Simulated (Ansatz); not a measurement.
Geometry optimisation, RKS PBE0/STO-3G in Ansatz.

Input file:

```yaml
crystal:
  periodic: [false, false, false]
  atoms:
    - { symbol: C, position_ang: [-0.74905, 2.01357, -0.39112] }
    - { symbol: Si, position_ang: [0.33367, 0.75943, 0.21711] }
    - { symbol: Si, position_ang: [1.33924, -1.26512, 0.18708] }
    - { symbol: O, position_ang: [-0.00262, -2.26893, 0.24489] }
    - { symbol: H, position_ang: [-1.80432, 1.84836, -0.566] }
    - { symbol: H, position_ang: [-0.39095, 2.95891, -0.7724] }
    - { symbol: H, position_ang: [1.68234, -1.45938, 1.63327] }
    - { symbol: H, position_ang: [-0.40831, -2.58683, -0.55283] }
basis:
  gaussian: { orbitals: STO-3G }
hamiltonian:
  xc: pbe0
relax:
  f_tol: 0.015
  max_steps: 40
```

Command:

```bash
$ ansatz run input.yaml --threads 1 --pin off --max-ram 2048MiB --backend cpu --events-out ev --progress --plain --runs-dir out
```

Q: Where does it end, and by what steps?

A: It converged. Limits of this set-up: minimal basis. After 20 steps the energy has fallen by 2.003 eV; H6 moved furthest, 1.16 Å.

| step | energy less start (eV) | largest force component (eV/Å) | accepted |
| --- | --- | --- | --- |
| 0 | 0.0000 | 4.176 | yes |
| 1 | -0.6691 | 1.582 | yes |
| 2 | -0.9491 | 1.103 | yes |
| 3 | -1.2350 | 1.120 | yes |
| 4 | -1.5258 | 1.053 | yes |
| 5 | -1.7621 | 0.747 | yes |
| 6 | -1.9220 | 0.517 | yes |
| 7 | -1.9798 | 0.361 | yes |
| 8 | -1.9878 | 0.297 | yes |
| 9 | -1.9769 | 0.512 | no |
| 10 | -1.9983 | 0.140 | yes |
| 11 | -1.9954 | 0.213 | no |
| 12 | -2.0016 | 0.091 | yes |
| 13 | -2.0016 | 0.072 | yes |
| 14 | -2.0001 | 0.127 | no |
| 15 | -2.0024 | 0.031 | yes |
| 16 | -2.0025 | 0.017 | yes |
| 17 | -2.0021 | 0.065 | no |
| 18 | -2.0026 | 0.021 | yes |
| 19 | -2.0027 | 0.016 | yes |
| 20 | -2.0028 | 0.013 | yes |

```xyz
8
Properties=species:S:1:pos:R:3
C -0.751 1.829 -0.353
Si -0.461 0.681 0.852
Si 0.988 -0.933 0.352
O 0.361 -2.462 -0.025
H -1.496 2.617 -0.233
H -0.181 1.934 -1.277
H 1.846 -1.349 1.462
H -0.307 -2.316 -0.778
```

Whether the end is a true minimum wasn't checked by a vibrational analysis.

Time of the run: 38 s on 1 thread of Arm Neoverse V1 (shared host), peak memory 0.12 GiB.
